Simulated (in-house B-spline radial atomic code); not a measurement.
Configurations of the technetium ion Tc⁴⁺, with energies counted from [Kr] 4d3. Computed with a B-spline radial code for spherical atoms: non-relativistic RPBE, spin-polarised, spherical fractional occupations, point nucleus. Shells without spins written out take the highest spin.

Occupations are held fixed; configurations that lie above the ionisation limit could autoionise.

| configuration | E - E(ref) (eV) | highest orbital | its <r> (bohr) |
| --- | --- | --- | --- |
| [Kr] 4d2 5p1 | 21.098 | 5p up | 2.697 |
| [Kr] 4d(2 up, 0 down) 5d(0 up, 1 down) | 31.808 | 5d down | 3.456 |
| [Kr] 4d2 4f1 | 32.768 | 4f up | 2.612 |
| [Kr] 4d(0 up, 2 down) 5f(0 up, 1 down) | 41.496 | 5f down | 4.978 |
| [Ar] 3d10 4s2 4p5 4d3 5p1 | 58.838 | 5p up | 2.668 |
| [Ar] 3d(4 up, 5 down) 4s2 4p6 4d(1 up, 2 down) 5d(0 up, 1 down) | 295.5 | 5d down | 3.348 |
| [Ar] 3d(5 up, 4 down) 4s2 4p6 4d(3 up, 0 down) 5f(1 up, 0 down) | 303.41 | 5f up | 4.846 |

Order these further configurations by energy, lowest first.
A. [Ar] 3d9 4s2 4p6 4d3 5s1
B. [Ar] 3d9 4s2 4p6 4d4
C. [Kr] 4d2 5d1
D. [Ar] 3d9 4s2 4p6 4d3 5p1
E. [Kr] 4d(2 up, 1 down)

E (1.8337 eV), C (31.596 eV), B (258.83 eV), A (275.28 eV), D (282.51 eV).

How far above the reference does [Ar] 3d10 4s2 4p5 4d4 lie?

36.418 eV; its least bound orbital is 4d up with <r> = 1.402 bohr.

How far above the reference does [Ar] 3d10 4s2 4p5 4d3 5d1 lie?

69.527 eV; its least bound orbital is 5d up with <r> = 3.384 bohr.
